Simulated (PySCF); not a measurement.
Computed IR spectrum (relative IR intensity) of a molecule C2H9NSi. The structure is a stationary point at PBE-D3(BJ)/def2-SVP. Other conformers were not sampled. Level of theory: PBE-D3(BJ)/def2-SVP run with PySCF. Frequencies are harmonic and unscaled.

Lines under 2 % of the strongest are left out, and lines within 2 cm⁻¹ are merged.

| ν (cm⁻¹) | relative intensity |
|---|---|
| 441 | 42 |
| 487 | 3.1 |
| 649 | 2.2 |
| 687 | 8.3 |
| 719 | 15 |
| 766 | 15 |
| 845 | 23 |
| 904 | 100 |
| 927 | 69 |
| 1062 | 3.5 |
| 1135 | 42 |
| 1214 | 12 |
| 1346 | 13 |
| 1379 | 2.1 |
| 1401 | 2.1 |
| 1417 | 6.4 |
| 2083 | 88 |
| 2158 | 61 |
| 2894 | 49 |
| 2981 | 19 |
| 3033 | 10 |
| 3071 | 2.5 |
| 3512 | 6.5 |

Problem. Identify the compound among the candidates.
A) C[SiH2]CN
B) CC[SiH2]N
C) CN[SiH2]C
D) C[SiH](C)N

Solution. C, CN[SiH2]C
